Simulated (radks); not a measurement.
Results of a calculation; reference values are marked as such.
Spherical quantum dot in the effective-mass picture: electrons in a hard-walled sphere of radius 2.29, with a point charge +1 (a donor) at the centre, all in effective atomic units (hartree* = m*/eps^2 hartree, bohr* = eps/m* bohr), one dielectric constant everywhere. Level of theory: non-relativistic Kohn-Sham, exchange-only LDA, spin-polarised, spherical densities (a radial shooting solver with Libxc functionals). Levels are named by radial order and angular momentum (1s, 1p, 1d, 2s, ...), and open shells are averaged over m. Results are scaled to m* = 0.309 and eps = 10.6, for which hartree* = 74.83 meV and bohr* = 1.815 nm.

N = 11, configuration 1s2 1p6 1d(up 3, down 0). This is the lowest configuration that the search found. Occupied and some empty levels:

level    occupation  eigenvalue (meV)  <r> (nm)
1s up             1            491.58     2.227
1s down           1            499.01     2.194
1p up             3            555.02     2.621
1p down           3            564.37     2.612
1d up             3            636.35     2.808
1d down           0            646.33     2.804
2s up             0            673.55     1.916
2s down           0            678.37     1.935
1f up             0            738.33     2.936
1f down           0            748.56     2.936
2p up             0            840.08     2.171
2p down           0            845.94     2.171

Energy (meV): total 3547.03, kinetic 1763.7, external -643.46, Hartree 2852.8, exchange-correlation -426.02.
